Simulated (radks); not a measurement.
Numerical settings for the neon ion Ne3+, [He] 2s2 2p3. Calculated with a radial shooting solver on a logarithmic mesh with Libxc functionals: non-relativistic Kohn-Sham, r2SCAN, spin-polarised, spherical densities, point nucleus; open shells are filled with parallel spins first; meta-GGA in the generalised Kohn-Sham scheme. The defaults (mesh step 0.008 in ln r, mesh end at 40 bohr or more with all orbitals vanishing there, Anderson mixing 0.5 over 9 steps, residual threshold near 1e-9 with the energy settled to 1e-9 hartree or 1e-11 of itself, here a cap of 79 iterations) give E = -124.296 hartree and 2p at -85.291 eV in 10 iterations. Run on one thread of a shared host, so times are rough (Arm Neoverse N1): 0.09 s of CPU time, 0.09 s wall, 10 iterations on 2476 mesh points. Changes against that run (0 stands for a change within the tolerance of the run):

setting	iterations	converged	E (mhartree)	e(2p) (meV)	CPU (s)
mesh step in ln r 0.2	79	no	-5.51e+05	-	0.14
mesh step in ln r 0.02	10	yes	0	0	0.04
mesh step in ln r 0.05	11	yes	+0.0146	+0.127	0.03
mesh end (bohr) 1	10	level above zero	+1.17e+04	+8.98e+04	0.07
mesh end (bohr) 2	11	yes	+218	+3.78e+03	0.09
residual threshold 0.001	9	yes	0	0	0.08
residual threshold 0.1	9	yes	0	0	0.08
mixing 2.5	11	yes	0	0	0.1
linear mixing, mixing 0.05	79	no	+0.0234	-365	0.56
linear mixing, mixing 0.5	24	yes	0	0	0.18
mixing history 2	15	yes	0	-0.0102	0.12
iteration cap 5	5	no	0	+33.1	0.04

Settled on a wrong energy, with an occupied level pushed above zero by the early mesh end: mesh end (bohr) 1 (+11.7 hartree). Apart from these: settings that end as converged yet miss the energy by more than 1 mhartree: mesh end (bohr) 2 (+0.218 hartree). A mesh that ends early acts as a hard wall.
